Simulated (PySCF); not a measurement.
Calculated molecular-ion clusters (M+•, centroid m/z and relative intensity) of several compounds:

1. 120.0401 (100.0), 121.0415 (9.5), 122.0379 (3.9)
2. 152.0749 (100.0), 153.0783 (9.9), 154.0817 (0.4)
3. 109.0322 (100.0), 110.0353 (6.9)
4. 137.0655 (100.0), 138.0673 (13.1), 139.0636 (4.0)
5. 108.0745 (100.0), 109.0779 (5.5)

Lines and terms under 0.3 % are left out. Candidates, as SMILES:
A. `CC(C)CC(F)F`
B. `CO[C@@H]1[C@@H](F)[C@@H]1[SiH3]`
C. `C1=CP(C2=CCCC2)CC1`
D. `N#CC1=CCC=C1F`
E. `[H]/N=C\C=C1\CC=C[SiH2]C1`

Match clusters and compounds, and give each formula.

1 = B, C4H9FOSi, monoisotopic mass of the neutral 120.0407 u; relative to that species, one 29Si gives 5.1 % at +1, one 13C gives 4.3 % at +1 and one 30Si gives 3.3 % at +2.
2 = C, C9H13P, monoisotopic mass of the neutral 152.0755 u; relative to that species, one 13C gives 9.7 % at +1.
3 = D, C6H4FN, monoisotopic mass of the neutral 109.0328 u; relative to that species, one 13C gives 6.5 % at +1 and one 15N gives 0.4 % at +1.
4 = E, C7H11NSi, monoisotopic mass of the neutral 137.0661 u; relative to that species, one 13C gives 7.6 % at +1, one 29Si gives 5.1 % at +1, one 15N gives 0.4 % at +1 and one 30Si gives 3.3 % at +2.
5 = A, C5H10F2, monoisotopic mass of the neutral 108.0751 u; relative to that species, one 13C gives 5.4 % at +1.

Weight all lines of cluster 4 by their intensities. What mean results?

137.254 u over all lines, faint ones too (the ion lacks one electron, 0.0005 u); standard atomic weights give 137.257 g/mol for C7H11NSi.

Give the exact less the nominal mass of each, in mDa.

C5H10F2 +75.1, C4H9FOSi +40.7, C9H13P +75.5, C6H4FN +32.8, C7H11NSi +66.1 (neutral, monoisotopic).

Abundances used (%; other tables differ somewhat): 12C 98.93, 13C 1.07; 16O 99.757, 17O 0.038, 18O 0.205; 28Si 92.2297, 29Si 4.6832, 30Si 3.0872; 1H 99.9885, 2H 0.0115; 14N 99.632, 15N 0.368.
